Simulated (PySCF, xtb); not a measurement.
Cd(Cl)(Et) (C2H5CdCl), SMILES [CH2](C)[Cd][Cl]. The values are those of a single conformer.

Harmonic wavenumbers (cm⁻¹) from xtb 6.7.1 with GFN2-xTB at its own minimum, in rising order: 23, 50, 195, 224, 243, 401, 615, 923, 971, 1049, 1151, 1216, 1405, 1450, 1471, 1488, 2942, 2945, 2961, 2972, 2975.

Q: What does PBE-D3(BJ)/def2-SVP (PySCF) give at its own minimum? (Estimate from the structure and the level; the computed values follow.)

A: 70, 91, 223, 239, 347, 484, 631, 914, 938, 1023, 1142, 1200, 1345, 1391, 1423, 1424, 2954, 2992, 3031, 3044, 3062. Paired by order, the mean absolute difference is 45 cm⁻¹ and the zero-point energies are 39.6 and 40.0 kcal/mol.
